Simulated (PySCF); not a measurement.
**Two-component Hartree-Fock for Sm³¹⁺ (samarium, charge +31)**

Start: [Ar] 3d10 4s2 4p1; 4p1/2 filled at m_j = +1/2. Calculated with PySCF 2.14 in an even-tempered Gaussian basis (17 s from 2.9 bohr⁻², ratio 2.8; 13 p from 3.8 bohr⁻², ratio 2.8; 8 d from 6.8 bohr⁻², ratio 2.8; 4 f from 17 bohr⁻², ratio 3): generalised Hartree-Fock with the X2C-1e Hamiltonian and a Gaussian nucleus; one run each with spin-orbit coupling (SO) switched off, then screened by Boettger's factors.

| spinor shell | electrons | ε, spin-free (eV) | ε, screened SO (eV) | weight of nominal j (screened SO) | rms radius, screened SO (bohr) |
| --- | --- | --- | --- | --- | --- |
| 1s1/2 | 2 | -48242.1 | -48233.0 | 1.000 | 0.0259 |
| 2s1/2 | 2 | -8960.0 | -8956.5 | 1.000 | 0.105 |
| 2p1/2 | 2 | -8114.1 | -8539.1 | 1.000 | 0.0898 |
| 2p3/2 | 4 | -8114.1 | -7928.7 | 1.000 | 0.0960 |
| 3s1/2 | 2 | -2850.3 | -2848.6 | 1.000 | 0.268 |
| 3p1/2 | 2 | -2577.8 | -2669.1 | 1.000 | 0.259 |
| 3d3/2 | 4 | -2220.2 | -2236.1 | 1.000 | 0.242 |
| 3d5/2 | 6 | -2220.2 | -2207.4 | 1.000 | 0.245 |
| 4s1/2 | 2 | -1283.4 | -1282.8 | 1.000 | 0.573 |
| 4p1/2 | 1 | -1196.2 | -1222.8 | 1.000 | 0.569 |

Where does 3p3/2 lie, and what is the 3p spin-orbit splitting (screened SO)?

At -2536.4 eV, 132.62 eV above 3p1/2.

```csv
quantity,spin-free,screened SO
E (hartree),-9905.69287,-9912.42192
M_J,1/2,1/2
⟨J²⟩,1.095,0.752
⟨L²⟩,2.006,2.030
⟨S²⟩,0.752,0.776
```

Each row is a mean over spinors that exchange with the open shell spreads, by up to 5.123 eV (3p1/2).

Breit and QED terms are absent; they matter most for the inner s and p1/2 levels.

Densities and radii are taken from the X2C orbitals without a picture-change correction, which distorts them close to the nucleus.

Without spin-orbit coupling the j labels of p, d and f shells carry no meaning; the spin-free column gives the mean over the occupied spinors of each nl shell, and its ⟨J²⟩ belongs to a mixture of degenerate components.
